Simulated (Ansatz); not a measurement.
Cost and result up the ladder for BiH2(SiH3) (SiBiH₅) (7 atoms). Charge 0, multiplicity 1. Geometry: PBE-D4/def2-TZVP.

```xyz
7

Bi    0.3914   -0.2121   -1.7456
H    -0.2027    1.4941   -1.7897
H     2.0023    0.3676   -1.1670
Si   -0.4215   -0.3731    0.8087
H     0.0167    0.8010    1.6224
H     0.1294   -1.6209    1.4257
H    -1.9156   -0.4566    0.8455
```

Ansatz on 4 threads of Arm Neoverse N1 on a shared host. Times are rough, and most runs start from the orbitals of an earlier one. ωB97X-V/def2-TZVP serves as the yardstick here, not as an exact answer. Differences are given only for rows in sets of like size (and for xTB, whose basis is part of the method), since another set adds its own error. Binding counts from free atoms at the same level (Bi quartet, H doublet, Si triplet; other spins of the atoms weren't run), without zero-point energy or a counterpoise term.

In the def2 sets Bi takes a core potential; there is no spin–orbit coupling. Correlated methods freeze 9 core orbitals; core or outer-core shells of Bi are correlated, in sets that lack core-valence functions.

Correlated methods converge slowly with the basis.

```
                          level  functions  wall time
                   HF/def2-TZVP        117     0.65 s
                PBE-D4/def2-SVP         69      0.7 s
               PBE-D4/def2-TZVP        117     0.95 s
               PBE0-D4/def2-SVP         69        1 s
                  MP2/def2-TZVP        117      1.1 s
             BHLYP-D4/def2-TZVP        117      1.4 s
         CAM-B3LYP-D4/def2-TZVP        117      1.4 s
             PBE0-D4/def2-TZVPD        144      1.8 s
            r2SCAN-D4/def2-TZVP        117      2.4 s
PBE0-D4/def2-TZVP (with forces)        117      2.5 s
           r2SCAN-D4/def2-TZVPD        144      3.2 s
              ωB97X-V/def2-TZVP        117      3.8 s
             CCSD(T)/def2-TZVPD        144       17 s
             CCSD(T)/def2-TZVPP        162       26 s
```

Q: Estimate what each level gives for the binding energy per atom (eV).

A: 
```tsv
level	binding energy per atom (eV)	difference from ωB97X-V/def2-TZVP (eV)
HF/def2-TZVP	1.72	-0.80
PBE-D4/def2-SVP	2.45	–
PBE-D4/def2-TZVP	2.47	-0.05
PBE0-D4/def2-SVP	2.41	–
MP2/def2-TZVP	2.26	-0.26
BHLYP-D4/def2-TZVP	2.46	-0.06
CAM-B3LYP-D4/def2-TZVP	2.50	-0.02
PBE0-D4/def2-TZVPD	2.44	-0.08
r2SCAN-D4/def2-TZVP	2.46	-0.06
PBE0-D4/def2-TZVP (with forces)	2.44	-0.08
r2SCAN-D4/def2-TZVPD	2.46	-0.06
ωB97X-V/def2-TZVP	2.52	0.00
CCSD(T)/def2-TZVPD	2.37	-0.15
CCSD(T)/def2-TZVPP	2.42	-0.10
```
